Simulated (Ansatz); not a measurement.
BaCl2 (SMILES [Cl][Ba][Cl]), singlet, at a GFN2-xTB geometry (such geometries of metal compounds can be far from the true shape) (core potentials on Ba); WB97X-V/def2-SVP in Ansatz (a quantum-chemistry and plane-wave program).

The Ansatz input:
Ansatz 0.2 input:
```yaml
crystal:
  periodic: [false, false, false]
  atoms:
    - {symbol: Ba, position_ang: [0.29970232, 0.35674088, 0.39460706]}
    - {symbol: Cl, position_ang: [0.97266002, -0.25073526, -2.06809506]}
    - {symbol: Cl, position_ang: [-1.95991471, -0.92441117, 0.76821298]}
basis:
  gaussian:
    orbitals: def2-SVP
hamiltonian:
  xc: {name: wB97X-V}
```

Output, abridged:

```
Functional definition: wB97X-V
529 factors; integrals over basis functions are off by at most 3.9e-4 eV
131 factors; integrals over basis functions are off by at most 1.2e-4 eV
mean field evaluation 1: about -25728.7938 eV, gradient 2.5e1 eV
mean field evaluation 2: about -25730.3068 eV, gradient 1.7e1 eV
mean field evaluation 4: about -25730.9939 eV, gradient 1.0e0 eV
mean field evaluation 8: about -25731.1298 eV, gradient 1.4e-1 eV
mean field evaluation 16: about -25731.1301 eV, gradient 7.1e-5 eV
mean field -25731.13005883 eV, -945.6015884755 hartree, gradient 7.1e-5 eV, S^2 0.000000; 0 other end points of the search recorded, 0 dependent functions left out
reference -25731.13005570 eV, -945.6015883607 hartree; 22, 22 occupied and 44, 44 virtual orbitals, 529 factors
Total energy: -25731.13005570 eV, -945.6015883607 hartree
```
